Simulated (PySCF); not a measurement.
Positional isomers: azulene hydroxy+boryl. Isolated molecules, 0 K electronic values unless said otherwise. One relaxed conformer stands for each flexible species; it need not be the lowest. Strings in code marks are SMILES.

All values below come from PySCF 2.14.0 with ωB97X-D3(BJ)/def2-TZVP // PBE0-D3(BJ)/def2-SVP. Delta-SCF ions had no search for a lower state. 

A: `c1c2-c(c(c1)B)cccc(O)c2`
B: `c1(B)c2-c(cccc(c2)O)cc1`
C: `c12c(c(O)cc-1ccccc2)B`
D: `Bc1ccc2cccc-2cc1O`

Question: A design calls for the lowest HOMO in this set. Which member fits?

Answer: C (-8.17 eV); next is A (-7.78 eV).
